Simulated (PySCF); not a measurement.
# BeH at MN15

Level: MN15. basis Be 6-31G(d,p), H 6-31G(d,p); no relativity; PySCF 2.14.

* state: ²Σ⁺ (doublet), unpaired electrons σ ↑
* bond length: 134.5 pm
* harmonic wavenumber: 2089 cm⁻¹
* force constant: 2.33 mdyn/Å
* rotational constant Be: 10.29 cm⁻¹
* anharmonicity ωexe: 32.3 cm⁻¹
* vibration–rotation constant αe: 0.278 cm⁻¹
* well depth De to Be + H: 2.28 eV
* dissociation energy D0: 2.15 eV
* bond order (Mayer): 0.96
* dipole moment (positive dipole means Be(−)H(+)): -0.58 D

The state is the lowest determinant that a PBE0 search found; another state may lie lower at other levels.
